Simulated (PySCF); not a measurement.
**ZnN⁺, CCSD(T): how much the basis matters**

PySCF, ROHF reference; triplet, unpaired electrons π ↑↑; De to Zn⁺ + N without counterpoise correction. Frozen cores follow the default of each basis and core potential.

```tsv
basis	relativity	functions	Re (Å)	ωe (cm⁻¹)	De (eV)	frozen orbitals
def2-SVP	no relativity	45	2.081	360	0.70	6
x2c-SVPall	spin-free X2C	50	2.046	390	0.85	6
def2-TZVPPD	no relativity	104	1.991	432	0.90	6
```

(1) How does each smaller set differ from the one with most functions, def2-TZVPPD?

Correlated steps freeze 6 core orbitals. Correlated levels converge slowly with the basis: in double zeta they bind strong bonds too weakly, by up to about 1 eV, and carry superposition errors of some tenths. For an ion De counts to the pair picked by the measured ionisation energies or electron affinities, which need not be the lowest pair at this level. The CCSD T1 diagnostic is raised in ZnN⁺, a sign that a single reference may not be enough there. The state was picked by a PBE0 search and need not be the measured ground state.

Answers

(1) def2-SVP: +9.0 pm, -16.7 % in ωe, -0.20 eV in De; x2c-SVPall: +5.5 pm, -9.7 % in ωe, -0.05 eV in De. All at CCSD(T); the set with most functions is neither the basis-set limit nor always the best. The rows treat relativity differently, so the differences are not basis effects alone.
